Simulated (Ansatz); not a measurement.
Cost and result for the atomization energy of C₂H₆GaS, SMILES `C[S][Ga][CH3]` radical (10 atoms, 9 bonds).

Z-matrix (Å, degrees):
```
C
S 1 1.822
H 1 1.089 2 111.5
H 1 1.089 2 111.5 3 122.9
H 1 1.090 2 106.9 3 -118.5
Ga 2 2.226 1 102.6 3 -61.3
C 6 1.997 2 118.0 1 -0.0
H 7 1.093 6 108.8 2 58.7
H 7 1.089 6 111.7 2 179.6
H 7 1.093 6 108.7 2 -59.6
```

Total charge 0; spin multiplicity 2. Correlated methods include outer-core shells of Ga, which these sets cover unevenly. Scalar relativity is left out up to krypton. The structure was optimised at the PBE0-D4/def2-TZVP level. It is one conformer, not always the lowest. Program: Ansatz. Hardware: A = 2 threads of an AMD EPYC 7R13 on a shared host; B = 2 threads of an AMD EPYC 7R13 on a shared host and a share of an NVIDIA H100 80 GB. Times are those of one run each, without the atoms' runs, and a repeat can differ threefold. Electronic energies, without spin–orbit coupling; frozen cores. CCSD(T)/CBS adds CCSD(T) − MP2 in def2-TZVPP to the MP2 limit, and its time is that of the two runs behind it. T1 = 0.014; ⟨S²⟩ of the reference is 0.76. With those shells the extrapolation isn't a true limit.

CCSD(T)/CBS is a level of theory with its own doubt, some kJ/mol a heavy atom from the limit and from the frozen cores, so smaller differences don't rank the functionals.

| level | functions | wall time | atomization (kcal/mol) | difference from CCSD(T)/CBS | per bond |
| --- | --- | --- | --- | --- | --- |
| LDA (SPW92)/def2-TZVPP [A] | 236 | 3.1 s | 911.9 | 109.8 | 12.2 |
| BLYP-D4/def2-TZVPP [A] | 236 | 5.5 s | 795.7 | -6.4 | -0.7 |
| CCSD(T)/def2-SVP [B] | 108 | 5.5 s | 759.9 | -42.2 | -4.7 |
| MP2/def2-QZVPP [B] | 453 | 6 s | 802.9 | 0.8 | 0.1 |
| CCSD(T)/def2-TZVPP [B] | 236 | 9 s | 785.5 | -16.6 | -1.8 |
| CAM-B3LYP-D4/def2-TZVPP [A] | 236 | 9.5 s | 802.0 | -0.1 | 0.0 |
| PBE0-D4/def2-TZVPP [A] | 236 | 9.5 s | 807.0 | 4.9 | 0.5 |
| B2PLYP/def2-TZVPP [A] | 236 | 12 s | 792.4 | -9.7 | -1.1 |
| r2SCAN-D4/def2-TZVPP (with forces) [A] | 236 | 12 s | 809.4 | 7.3 | 0.8 |
| r2SCANh-D4/def2-TZVPP [A] | 236 | 14 s | 805.7 | 3.6 | 0.4 |
| CCSD(T)/CBS(def2) | – | 15 s | 802.1 | 0.0 | 0.0 |
| B97M-V/def2-TZVPP [A] | 236 | 21 s | 805.9 | 3.8 | 0.4 |
| ωB97M-V/def2-TZVPP (with forces) [A] | 236 | 26 s | 803.7 | 1.6 | 0.2 |

From r2SCAN to r2SCAN0 (25 % exact exchange), in def2-TZVPP and without D4, the atomization energy moves by −8.9 kcal/mol: exact exchange takes away binding that semilocal exchange gives to molecules. Leaving LDA and LC-ωPBE aside and taking each functional with its dispersion term where it has one, the values, not all of them listed here, spread over 32.7 kcal/mol, from BHLYP-D4 to PBE-D4. LDA lies +100.8 kcal/mol from PBE without D4, its usual overbinding. At CCSD(T), def2-SVP lies −42.1 kcal/mol from the extrapolated value and def2-TZVPP −16.6 kcal/mol: correlation converges slowly with the basis, and small sets miss more of it in the bonded molecule than in its fragments.
